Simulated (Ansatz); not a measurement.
Species: C$_{3}$H$_{8}$OSi, SMILES `C=CCO[SiH3]` (C–C–C–O torsion 0°, C–C–O–Si torsion -180°) (charge 0, multiplicity 1).

Problem. Give a relaxed geometry from B3LYP-D3(BJ)/def2-TZVP run with Ansatz (an electronic-structure program).

Solution. One answer among several that fit: the end point of this relaxation, one of several conformers (outside a Z-matrix the atoms follow the SMILES, hydrogens last).
Cartesian coordinates (Å) in one orientation:
```xyz
13

C     -2.051    -1.009     0.008
C     -1.088    -1.161     0.904
C      0.204    -0.409     0.915
O      0.281     0.503    -0.164
Si     1.570     1.486    -0.445
H     -1.952    -0.299    -0.802
H     -2.962    -1.589     0.062
H     -1.197    -1.875     1.715
H      1.038    -1.123     0.867
H      0.303     0.126     1.870
H      2.805     0.690    -0.659
H      1.243     2.267    -1.654
H      1.805     2.392     0.709
```
